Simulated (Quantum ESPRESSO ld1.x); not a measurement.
Question: The mean radii <r> (bohr) of the occupied orbitals of an atom or ion are listed with their occupations. Calculated with ld1.x of Quantum ESPRESSO 7.5: scalar-relativistic Kohn-Sham, LDA (Slater exchange, Perdew-Wang correlation), spin-polarised, spherical densities, point nucleus.

| orbital | occ. | <r> |
|---|---|---|
| 1s up | 1 | 0.1308 |
| 1s down | 1 | 0.1305 |
| 2s up | 1 | 0.6060 |
| 2s down | 1 | 0.6144 |
| 2p up | 2 | 0.5441 |

Name the element and its charge. Open shells, if any, are filled with parallel spins first.

Answer: Z = 12, magnesium, charge +6: Mg6+ in [He] 2s2 2p2. The 1s radius gives Z: for a bare nucleus <r> = (2 gamma + 1)/(2Z) with gamma = sqrt(1 - (Z/c)^2), 0.1247 bohr for Z = 12, and screening makes it slightly larger (0.1308 here). The occupations add up to 6, and the charge is Z minus that.
